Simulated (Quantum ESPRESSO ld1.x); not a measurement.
The numbers below are computed, except where a source is named.
Task: Cr III, 22 electrons, occupied as [Ar] 3d4. Code: ld1.x of Quantum ESPRESSO 7.5. Model: non-relativistic Kohn-Sham, LDA (Slater exchange, Perdew-Wang correlation), spin-polarised, spherical densities, point nucleus; open shells are filled with parallel spins first. Some entries of the table are withheld. Estimate them.

orbital,occ.,eigenvalue (hartree),<r^2> (bohr^2),<1/r> (bohr^-1)
1s down,1,-214.646,0.005546,23.48
1s up,1,-214.646,0.005546,23.48
2s up,1,-24.9130,0.1042,4.962
2s down,1,-24.8499,0.1038,4.971
2p up,3,-21.3180,0.08419,4.916
2p down,3,-21.2696,0.08382,4.923
3s up,1,(1),0.9490,1.556
3s down,1,(2),0.9561,1.550
3p up,3,-2.47881,1.083,(3)
3p down,3,-2.33638,1.098,(4)
3d up,4,-0.90034,1.849,1.100
3d down,0,-0.76967,2.054,1.068

Result: 
(1) 3s up eigenvalue (hartree): -3.47931
(2) 3s down eigenvalue (hartree): -3.33391
(3) 3p up <1/r> (bohr^-1): 1.435
(4) 3p down <1/r> (bohr^-1): 1.426
